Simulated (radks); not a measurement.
The numbers below are computed, except where a source is named.
Trend from La2+ to Lu2+: ionisation energy by Delta-SCF between NIST ground configurations, and size. Level of theory: Dirac Kohn-Sham, LDA (Slater exchange, Perdew-Wang correlation), spin-unpolarised, spherical densities, point nucleus; open shells fill j = l - 1/2 first (a radial shooting solver on a logarithmic mesh with Libxc functionals).

| species | configuration | configuration of the ion | IE (eV) | NIST (eV) | kind | outermost | <r> outermost (bohr) |
|---|---|---|---|---|---|---|---|
| La2+ | [Xe] 5d1 | [Xe] | 19.234 | 19.177 | exp. | 5d3/2 | 2.57 |
| Ce2+ | [Xe] 4f2 | [Xe] 4f1 | 20.949 | 20.197 | semi-emp. | 5p3/2 | 1.82 |
| Pr2+ | [Xe] 4f3 | [Xe] 4f2 | 21.972 | 21.624 | exp. | 5p3/2 | 1.78 |
| Nd2+ | [Xe] 4f4 | [Xe] 4f3 | 22.843 | 22.09 | semi-emp. | 5p3/2 | 1.74 |
| Pm2+ | [Xe] 4f5 | [Xe] 4f4 | 23.591 | 22.4 | semi-emp. | 5p3/2 | 1.71 |
| Sm2+ | [Xe] 4f6 | [Xe] 4f5 | 24.239 | 23.6 | semi-emp. | 5p3/2 | 1.68 |
| Eu2+ | [Xe] 4f7 | [Xe] 4f6 | 24.181 | 24.84 | semi-emp. | 5p3/2 | 1.65 |
| Gd2+ | [Xe] 4f7 5d1 | [Xe] 4f7 | 20.237 | 20.54 | semi-emp. | 5d3/2 | 2.33 |
| Tb2+ | [Xe] 4f9 | [Xe] 4f8 | 25.048 | 21.82 | semi-emp. | 5p3/2 | 1.59 |
| Dy2+ | [Xe] 4f10 | [Xe] 4f9 | 25.387 | 22.89 | semi-emp. | 5p3/2 | 1.57 |
| Ho2+ | [Xe] 4f11 | [Xe] 4f10 | 25.671 | 22.79 | semi-emp. | 5p3/2 | 1.54 |
| Er2+ | [Xe] 4f12 | [Xe] 4f11 | 25.904 | 22.70 | semi-emp. | 5p3/2 | 1.52 |
| Tm2+ | [Xe] 4f13 | [Xe] 4f12 | 26.091 | 23.66 | semi-emp. | 5p3/2 | 1.50 |
| Yb2+ | [Xe] 4f14 | [Xe] 4f13 | 26.235 | 25.05 | semi-emp. | 5p3/2 | 1.48 |
| Lu2+ | [Xe] 4f14 6s1 | [Xe] 4f14 | 21.293 | 20.959 | exp. | 6s1/2 | 3.03 |

Reference values: NIST Atomic Spectra Database (exp. = measured, semi-emp. = semi-empirical, theory = theoretical value adopted there). Spin polarisation and multiplet splitting are left out, so open shells lie too high by an amount that depends on their filling.

Beside tabulated values, note that spin-unpolarised runs miss the spin-polarisation part of the exchange energy of open shells.
